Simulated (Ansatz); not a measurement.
Computed with Ansatz on PBE0-D4/def2-TZVP structures; ΔE is electronic, products minus reactants. CCSD(T)/CBS is the MP2 limit (def2-TZVPP, def2-QZVPP) plus CCSD(T) − MP2 in def2-TZVPP, frozen cores. Functionals use def2-TZVPP. B3LYP here is the variant with VWN-RPA as its local correlation; programs differ in this. One conformer a species, not always the lowest.

`C[SiH2]C[SiH2]F` + `[AlH2][CH2]Cl` → `F[SiH2]C[SiH2]Cl` + `C[CH2][AlH2]`  (redistribution)

Q: Is it downhill or uphill in electronic energy at CCSD(T)/CBS, and by how much? (Estimate.)

A: Computed: Downhill: ΔE = -113.2 kJ/mol.

Q: What do these levels give: PBE-D4, PBE, r2SCAN, B3LYP, CCSD(T)/def2-TZVPP, MP2/CBS(def2)? (Estimate.)

A: Computed: PBE-D4 -106.8, PBE -108.5, r2SCAN -113.3, B3LYP -112.0, CCSD(T)/def2-TZVPP -113.2, MP2/CBS(def2) -118.3 kJ/mol.

Largest T1 diagnostic among the species: 0.011.

From PBE to PBE0 (25 % exact exchange), in def2-TZVPP and without D4, ΔE moves by −4.6 kJ/mol. In def2-TZVPP, CCSD(T) changes the Hartree–Fock value by +8.7 kJ/mol (the triples alone add +1.7 kJ/mol) and MP2 by +3.7 kJ/mol.
